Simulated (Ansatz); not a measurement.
Basis-set extrapolation for C$_{3}$H$_{9}$BO$_{2}$ (`CCB(O)OC`) (PBE0-D4/def2-TZVP geometry, frozen core, Ansatz 0.2.0). Multiplicity 1, RHF reference.

```csv
,def2-TZVPP,def2-QZVPP
HF,-293.487244,-293.501314
MP2 correlation,-1.099919,-1.178120
CCSD(T) correlation,-1.188641,not run
```

Energies in hartree. Use E(X) = E(∞) + A·exp(−7.88·√X) for Hartree–Fock and E(X) = E(∞) + B·X^(−2.97) for correlation, with X = 3 and 4, and add CCSD(T) minus MP2 of the smaller set to the MP2 limit.

Task: What is the CCSD(T) energy at the basis-set limit?

Result: HF limit: -293.501314 + (-0.014070) × 0.13774 = -293.50325. MP2 limit: -1.178120 + (-0.078201) × 0.74074 = -1.23605. Higher-order term: -1.188641 − (-1.099919) = -0.08872. Total: -294.82802 hartree, 4.14 eV below CCSD(T)/def2-TZVPP.
